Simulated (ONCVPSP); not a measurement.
Pseudopotential generation for Ag: ONCV, PBEsol, fully relativistic.

```json
{
 "Element": "Ag (Z = 47)",
 "Generator": "ONCVPSP 4.0.1",
 "Type": "optimised norm-conserving Vanderbilt (ONCV)",
 "Functional": "PBEsol",
 "Relativity": "fully relativistic",
 "Frozen core": "[Kr]",
 "Valence charge": "11",
 "Reference configuration": "4d10 5s1",
 "Partial waves": "5s: rc 2.70 bohr, ncon 5, nbas 9, qcut 2.5 1/bohr, 3 projectors, debl 2.7 Ha; p scattering state at 0.16 Ha: rc 2.10 bohr, ncon 3, nbas 6, qcut 4.1 1/bohr, 1 projector; 4d: rc 1.25 bohr, ncon 4, nbas 7, qcut 6.5 1/bohr, 2 projectors, debl 2.6 Ha",
 "Local potential": "polynomial inside 0.80 bohr (lpopt 4, dvloc0 0 Ha)",
 "Core correction": "Teter function, fcfact 2.25, rcfact 1.6"
}
```

Open shells are filled in proportion to 2j + 1.

Poles of the logarithmic derivatives, all-electron (AE) and pseudo (PS). s: poles at 0.7, 4.6 (AE) and 0.7, 4.6 (PS) Ha. p3/2: poles at 3.1 (AE) and 1.8 (PS) Ha. p1/2: poles at 2.9 (AE) and 1.9 (PS) Ha. d5/2: poles at 2.6 (AE) and 2.6 (PS) Ha. d3/2: poles at 2.5 (AE) and 2.5 (PS) Ha. Test radii: s 2.74, p3/2 2.13, p1/2 2.13, d5/2 1.27, d3/2 1.27 bohr.

- Cutoffs needed: 91 Ha and 111 Ha (the cutoffs (Ha) at which the residual kinetic energy of the hardest occupied pseudo-wave falls to 1 and 0.1 mHa per electron)
- Ghost test: ghosts flagged at negative energy: s at -101.9 eV, p3/2 at -138.1 eV, p1/2 at -138.8 eV; no localised positive-energy state flagged; a true bound ghost makes a file unfit for plane-wave use
- Largest excitation error: -283 meV (all-electron minus pseudo) for 4d8 5s0, out of 4 test configurations
- rms error of d²Exc/dni dnj: 7.78 mHa without and 4.51 mHa with the model core
